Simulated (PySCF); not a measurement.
**Radial density of Be+ (beryllium, charge +1)**

M06-2X, [He] 2s1, 2S determinant. Computed with PySCF 2.14 in x2c-TZVPall (5s3p1d, 19 functions), with the spin-free X2C one-electron Hamiltonian (Gaussian nucleus).

```tsv
r (bohr)	4πr²ρ (e/bohr)	4πr²(ρα − ρβ)
0.00661	0.01844	0.0006
0.0111	0.05038	0.0016
0.0187	0.1332	0.0041
0.0314	0.3400	0.0105
0.0529	0.8097	0.0245
0.0889	1.725	0.0504
0.150	3.041	0.0824
0.252	3.942	0.0870
0.423	3.105	0.0278
0.712	1.121	0.0121
1.20	0.3951	0.2832
2.01	0.4820	0.4805
3.39	0.1543	0.1543
5.70	0.005541	0.0055
9.58	1.474e-05	0.0000
```

Densities and radii are taken from the X2C orbitals without a picture-change correction, which distorts them close to the nucleus.
